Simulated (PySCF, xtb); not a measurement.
ClFGeH4N2, SMILES [NH2][Ge]([NH2])([Cl])[F].

GFN2-xTB in xtb at its own geometry gives an orbital gap of 5.95 eV and a dipole moment of 3.44 D.

Geometry: TPSSh-D3(BJ)/def2-SVP. One conformer was computed; it need not be the lowest.

Question: What does PBE/def2-TZVP run with PySCF give? (The exact figures need the calculation; the answer reports its results.)

Answer: gap 5.34 eV (levels -6.66 and -1.32 eV), dipole 3.22 D.
